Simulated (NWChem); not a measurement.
Species: GaNH$_{3}$F; SMILES [GaH]([F])[NH2]

```xyz
6

Ga    -0.3377    -0.0183     0.0000
H     -1.8806    -0.1331     0.0000
F      0.6241    -1.4905     0.0000
N      0.6756     1.4664     0.0000
H      1.6880     1.4399     0.0000
H      0.3144     2.4114     0.0000
```
Atoms are numbered in this order, from 1.

All runs use the structure optimised with PBE0/def2-SVP.

Symmetry labels are those of Cs in the frame above (b1 and b2, or b-type labels, depend on it).

Task: List the 4 lowest vertical singlet excitations from PBE0/def2-SVPD, TDA (NWChem).

Result: 
| state | energy (eV) | oscillator strength | symmetry | leading excitation (squared amplitude) |
|---|---|---|---|---|
| S1 | 6.22 | 0.067 | a" | HOMO → LUMO+1 (0.98) |
| S2 | 6.51 | 0.103 | a' | HOMO → LUMO (0.94) |
| S3 | 7.10 | 0.007 | a" | HOMO → LUMO+2 (0.97) |
| S4 | 7.52 | 0.049 | a" | HOMO−1 → LUMO (0.95) |
